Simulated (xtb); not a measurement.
H$_{3}$B$_{3}$Cl$_{3}$N$_{3}$ (SMILES ClB1NB(Cl)NB(Cl)N1), singlet, geometry from GFN2-xTB; GFN0-xTB (xtb).

Input for xtb:
```
$ xtb mol.xyz --gfn 0 --opt --json

# file mol.xyz
12

Cl    -1.64657899    -2.57122596    -0.80160105
B     -0.74801581    -1.16806888    -0.36415518
N     -1.39762621     0.07263285    -0.12954413
B     -0.67801320     1.24217779     0.23197843
Cl    -1.49248487     2.73435911     0.51064538
N      0.73311727     1.14480397     0.35690215
B      1.42602901    -0.07410891     0.13217674
Cl     3.13906386    -0.16313315     0.29095568
N      0.66450893    -1.21743683    -0.22735802
H     -2.40215759     0.12483707    -0.22265281
H      1.26003878     1.96762163     0.61342239
H      1.14211880    -2.09245870    -0.39076958
```

It wrote (shortened):

```
   ID    Z sym.   atoms
    1   17 Cl     1, 5, 8
    2    5 B      2, 4, 7
    3    7 N      3, 6, 9
    4    1 H      10-12

           -------------------------------------------------
          |                Calculation Setup                |
           -------------------------------------------------

           -------------------------------------------------
          |                 G F N 0 - x T B                 |
           -------------------------------------------------

          ...................................................
          :                      SETUP                      :
          :.................................................:
          :  # basis functions                  60          :
          :  # atomic orbitals                  57          :
          :  # shells                           27          :
          :  # electrons                        48          :
          :  electronic temp.          300.0000000     K    :
          :  accuracy                    1.0000000          :
          :  -> integral cutoff          0.2500000E+02      :
          :  -> integral neglect         0.1000000E-07      :
          ...................................................

         :::::::::::::::::::::::::::::::::::::::::::::::::::::
         ::                     SUMMARY                     ::
         :::::::::::::::::::::::::::::::::::::::::::::::::::::
         :: total energy             -27.668032815203 Eh    ::
         :: gradient norm              0.038189538616 Eh/a0 ::
         :: HOMO-LUMO gap              6.093322050456 eV    ::
         ::.................................................::
         :: H0 energy                -27.728455280523 Eh    ::
         :: repulsion energy           0.218107454059 Eh    ::
         :: electrostat energy        -0.094819849759 Eh    ::
         :: -> Gsolv                   0.000000000000 Eh    ::
         ::    -> Gsasa                0.000000000000 Eh    ::
         ::    -> Gshift               0.000000000000 Eh    ::
         :: dispersion energy         -0.005711948623 Eh    ::
         :: short-range corr.         -0.057153190357 Eh    ::
         :: add. restraining           0.000000000000 Eh    ::
         :: total charge               0.000000000000 e     ::
         :::::::::::::::::::::::::::::::::::::::::::::::::::::

      -----------------------------------------------------------
     |                   =====================                   |
     |                        A N C O P T                        |
     |                   =====================                   |
     |               Approximate Normal Coordinate               |
     |                Rational Function Optimizer                |
      -----------------------------------------------------------
      -----------------------------------------------------------
     |                   =====================                   |
     |                        A N C O P T                        |
     |                   =====================                   |
     |               Approximate Normal Coordinate               |
     |                Rational Function Optimizer                |
      -----------------------------------------------------------

          ...................................................
          :                      SETUP                      :
          :.................................................:
          :   optimization level            normal          :
          :   max. optcycles                   200          :
          :   ANC micro-cycles                  20          :
          :   degrees of freedom                30          :
          :.................................................:
          :   RF solver                   davidson          :
          :   write xtbopt.log                true          :
          :   linear?                        false          :
[...]
 * total energy  :   -27.6680328 Eh     change        0.0000000E+00 Eh
 * total energy  :   -27.6697006 Eh     change       -0.1667745E-02 Eh
 * total energy  :   -27.6698078 Eh     change       -0.1072225E-03 Eh
 * total energy  :   -27.6698094 Eh     change       -0.1589251E-05 Eh
   *** GEOMETRY OPTIMIZATION CONVERGED AFTER 4 ITERATIONS ***
         :: total energy             -27.669809371797 Eh    ::
[...]
        20        2.0000           -0.4491337             -12.2216
        21        2.0000           -0.4471008             -12.1662
        22        2.0000           -0.4423138             -12.0360
        23        2.0000           -0.4392188             -11.9518
        24        2.0000           -0.4392188             -11.9518 (HOMO)
        25                         -0.2186282              -5.9492 (LUMO)
        26                         -0.2186282              -5.9492
        27                         -0.1674109              -4.5555
        28                         -0.1626724              -4.4265
        29                         -0.1460301              -3.9737
        30                         -0.1460301              -3.9737
        31                         -0.1380092              -3.7554
        32                         -0.1380092              -3.7554
        33                         -0.1325206              -3.6061
        34                         -0.0683294              -1.8593
        35                         -0.0683294              -1.8593
       ...                                ...                  ...
        57                          0.4572593              12.4427
      -------------------------------------------------------------
                  HL-Gap            0.2205906 Eh            6.0026 eV
             Fermi-level            0.0000000 Eh            0.0000 eV

     #   Z          covCN         q      C6AA      α(0)
     1  17 Cl       0.842    -0.109   100.511    15.325
     2   5 B        2.517     0.284    30.812     9.298
     3   7 N        2.560    -0.518    31.766     8.437
     4   5 B        2.517     0.284    30.812     9.298
     5  17 Cl       0.842    -0.109   100.511    15.325
     6   7 N        2.560    -0.518    31.766     8.437
     7   5 B        2.517     0.284    30.812     9.298
     8  17 Cl       0.842    -0.109   100.511    15.325
     9   7 N        2.560    -0.518    31.766     8.437
    10   1 H        0.861     0.343     0.598     1.211
    11   1 H        0.861     0.343     0.598     1.211
    12   1 H        0.861     0.343     0.598     1.211

 Mol. C6AA /au·bohr⁶  :       4339.141792
 Mol. C8AA /au·bohr⁸  :     149309.646805
 Mol. α(0) /au        :        102.812393

Wiberg/Mayer (AO) data.
largest (>0.10) Wiberg bond orders for each atom

 ---------------------------------------------------------------------------
     #   Z sym  total        # sym  WBO       # sym  WBO       # sym  WBO
 ---------------------------------------------------------------------------
     1  17 Cl   0.999 --     2 B    0.917
     2   5 B    2.998 --     9 N    1.007     3 N    1.007     1 Cl   0.917
     3   7 N    3.063 --     4 B    1.007     2 B    1.007    10 H    0.945
     4   5 B    2.998 --     6 N    1.007     3 N    1.007     5 Cl   0.917
     5  17 Cl   0.999 --     4 B    0.917
     6   7 N    3.063 --     4 B    1.007     7 B    1.007    11 H    0.945
     7   5 B    2.998 --     9 N    1.007     6 N    1.007     8 Cl   0.917
     8  17 Cl   0.999 --     7 B    0.917
     9   7 N    3.063 --     2 B    1.007     7 B    1.007    12 H    0.945
    10   1 H    0.970 --     3 N    0.945
    11   1 H    0.970 --     6 N    0.945
    12   1 H    0.970 --     9 N    0.945
 ---------------------------------------------------------------------------

Topologies differ in total number of bonds
Writing topology from bond orders to xtbtopo.mol

 dipole moment from electron density (au)
     X       Y       Z
   0.0000  -0.0000  -0.0000  total (Debye):    0.000

optimized geometry written to: xtbopt.xyz

           -------------------------------------------------
          | TOTAL ENERGY              -27.669809371797 Eh   |
          | GRADIENT NORM               0.000327681713 Eh/α |
          | HOMO-LUMO GAP               6.002575024237 eV   |
           -------------------------------------------------
```
